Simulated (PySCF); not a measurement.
Species: CH8GeN2.
SMILES with atom numbers: `[NH2:1][CH2:2][GeH2:3][NH2:4]` (hydrogens: H5, H6 on N1; H7, H8 on C2; H9, H10 on Ge3; H11, H12 on N4)

Computed by this run: PySCF, PBE0-D3(BJ)/def2-SVP geometry optimisation, gas phase; density fitting, grid level 1; the optimiser is geomeTRIC in internal coordinates, started from a GFN2-xTB structure with every atom displaced at random (about 0.01 Å).

Step 4: E = -60643.6553 eV
```
atom  x, y, z in Å  |  force x, y, z in eV/Å
N1     -1.3081   -0.6203    0.8996   -0.143   0.023  -0.122
C2     -1.1039    0.5118    0.0098    0.097  -0.061   0.047
Ge3     0.5594    0.1985   -0.9745    0.070   0.124   0.134
N4      1.8151   -0.2472    0.3046   -0.244  -0.090   0.139
H5     -2.2233   -0.5773    1.3446    0.020   0.001   0.005
H6     -0.6253   -0.5864    1.6497    0.120   0.002   0.122
H7     -1.0567    1.5024    0.5058   -0.024   0.031  -0.023
H8     -1.9160    0.5601   -0.7304   -0.080  -0.014  -0.024
H9      0.3500   -0.8973   -2.0344   -0.041  -0.114  -0.122
H10     1.0808    1.4812   -1.6494    0.027   0.046  -0.043
H11     1.6963   -1.1907    0.6687    0.004   0.010  -0.035
H12     2.7745   -0.1617   -0.0058    0.193   0.043  -0.078
```

Step 5: E = -60643.6649 eV
```
atom  x, y, z in Å  |  force x, y, z in eV/Å
N1     -1.2486   -0.5886    0.9347   -0.157   0.021  -0.129
C2     -1.1235    0.5088   -0.0127    0.099  -0.119   0.064
Ge3     0.5550    0.2105   -0.9787    0.064   0.145   0.099
N4      1.7683   -0.3149    0.3047   -0.220  -0.063   0.171
H5     -2.1597   -0.5849    1.3897    0.018   0.017   0.012
H6     -0.5545   -0.4797    1.6674    0.124  -0.004   0.104
H7     -1.1360    1.5244    0.4308   -0.025   0.039  -0.022
H8     -1.9378    0.4628   -0.7505   -0.080   0.005  -0.014
H9      0.3407   -0.8358   -2.0876   -0.022  -0.101  -0.115
H10     1.1319    1.5058   -1.5837    0.006   0.030  -0.052
H11     1.6685   -1.2816    0.6040   -0.008  -0.007  -0.039
H12     2.7385   -0.1537    0.0704    0.202   0.038  -0.080
```

Step 6: E = -60643.6697 eV
```
atom  x, y, z in Å  |  force x, y, z in eV/Å
N1     -1.2285   -0.5769    0.9468   -0.095   0.021  -0.065
C2     -1.1306    0.5041   -0.0215    0.062  -0.090   0.048
Ge3     0.5563    0.2192   -0.9808    0.020   0.073   0.029
N4      1.7472   -0.3371    0.3111   -0.090  -0.001   0.115
H5     -2.1330   -0.5768    1.4144    0.016   0.018   0.017
H6     -0.5215   -0.4503    1.6670    0.062  -0.009   0.031
H7     -1.1655    1.5288    0.4006   -0.017   0.025  -0.014
H8     -1.9498    0.4259   -0.7530   -0.032   0.006  -0.008
H9      0.3470   -0.8143   -2.1102   -0.001  -0.037  -0.049
H10     1.1484    1.5189   -1.5660   -0.007   0.005  -0.025
H11     1.6501   -1.3136    0.5763   -0.002  -0.014  -0.033
H12     2.7225   -0.1547    0.1037    0.085   0.003  -0.045
```

Problem. Estimate the geometry and energy of step 7. (The exact step hangs on the optimiser's Hessian estimate; all steps are aligned on step 6, rigid shifts and turns removed.)

Solution. E = -60643.6730 eV, largest force 0.079 eV/Å
```
atom  x, y, z in Å  |  force x, y, z in eV/Å
N1     -1.2269   -0.5742    0.9506    0.007   0.005   0.020
C2     -1.1334    0.4976   -0.0256   -0.006  -0.007   0.009
Ge3     0.5594    0.2260   -0.9804   -0.032  -0.023  -0.051
N4      1.7354   -0.3404    0.3241    0.051   0.054   0.029
H5     -2.1212   -0.5571    1.4366    0.009   0.013   0.019
H6     -0.5006   -0.4556    1.6564   -0.017  -0.009  -0.040
H7     -1.1748    1.5275    0.3862   -0.004   0.002  -0.003
H8     -1.9585    0.4122   -0.7520    0.028   0.000  -0.006
H9      0.3634   -0.8088   -2.1202    0.015   0.032   0.028
H10     1.1492    1.5286   -1.5649   -0.012  -0.015   0.011
H11     1.6359   -1.3243    0.5602    0.009  -0.022  -0.017
H12     2.7146   -0.1584    0.1173   -0.048  -0.030   0.001
```

The energy changes by -0.0033 eV. The first-order estimate −F·Δx gives -0.0051 eV and the mean of the old and new forces, exact on a quadratic surface, -0.0031 eV. The step makes an angle of 73° with the force vector and moves no atom by more than 0.032 Å.

What follows is the cost of the whole optimisation. On an Arm Neoverse V1 with one thread, shared host with 32 logical CPUs at a one-minute load of 20, this took 61 s wall and 0.47 GiB of memory at its peak.
